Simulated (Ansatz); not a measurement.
Geometry optimisation, RKS r2SCAN-D4/def2-SVP in Ansatz 0.2.0.

The input (input.yaml):

```yaml
crystal:
  periodic: [false, false, false]
  atoms:
    - { symbol: Si, position_ang: [-0.4342, -0.2635, 0.0111] }
    - { symbol: F, position_ang: [1.1392, -1.4844, 0.2424] }
    - { symbol: H, position_ang: [-0.3811, -0.7492, -1.3509] }
    - { symbol: H, position_ang: [-0.7917, -0.7842, 1.3058] }
    - { symbol: O, position_ang: [-1.4739, 0.9809, 0.0655] }
    - { symbol: H, position_ang: [1.8953, -0.5564, 0.2194] }
    - { symbol: Cl, position_ang: [1.6066, 1.1623, 0.0683] }
    - { symbol: H, position_ang: [-1.5602, 1.6945, -0.5616] }
basis:
  gaussian: { orbitals: def2-SVP }
hamiltonian:
  xc: r2scan
  dispersion: d4
relax:
  f_tol: 0.15
  max_steps: 25
  restrain:
    - { distance: [0, 6], at: 3.43, k: 30.0 }
    - { distance: [5, 1], at: 2.18, k: 30.0 }
    - { distance: [0, 1], at: 1.68, k: 30.0 }
    - { distance: [5, 6], at: 1.33, k: 30.0 }
output:
  orbitals: {}
```

Command:

```bash
$ ansatz run input.yaml --threads 2 --pin off --max-ram 3072MiB --backend cpu --events-out ev --progress --plain --runs-dir out
```

**Question.** Where does it end, and by what steps?

**Answer.** The run converged. The restraints hold the end off the free minimum. After 14 steps the energy has fallen by 1.759 eV (the restraints' own energy left out); H4 moved furthest, 1.37 Å. Parted: Si1–Cl7. Joined: H6–Cl7.

| step | energy less start (eV) | largest force component (eV/Å) | accepted |
| --- | --- | --- | --- |
| 0 | 0.0000 | 1.848 | yes |
| 1 | 0.5433 | 2.455 | yes |
| 2 | 0.4660 | 2.166 | yes |
| 3 | 0.2221 | 1.671 | yes |
| 4 | -0.1791 | 3.411 | yes |
| 5 | -0.6407 | 1.365 | yes |
| 6 | -1.0144 | 1.120 | yes |
| 7 | -1.3348 | 1.002 | yes |
| 8 | -1.4729 | 0.613 | yes |
| 9 | -1.5531 | 0.616 | yes |
| 10 | -1.6054 | 0.953 | yes |
| 11 | -1.6341 | 1.363 | yes |
| 12 | -1.7298 | 0.566 | yes |
| 13 | -1.7510 | 0.456 | yes |
| 14 | -1.7594 | 0.439 | yes |

```xyz
8
Properties=species:S:1:pos:R:3
Si -0.743 -0.663 0.096
F 0.669 -1.088 0.859
H -0.529 -0.970 -1.341
H -1.824 -1.458 0.715
O -1.075 0.916 0.409
H 2.064 0.386 0.076
Cl 1.907 1.313 -0.838
H -0.468 1.564 0.023
```

Whether the end is a true minimum wasn't checked by a vibrational analysis.

Time of the run: 46 s on 2 threads of Arm Neoverse V1, with other jobs on the host, peak memory 0.16 GiB.
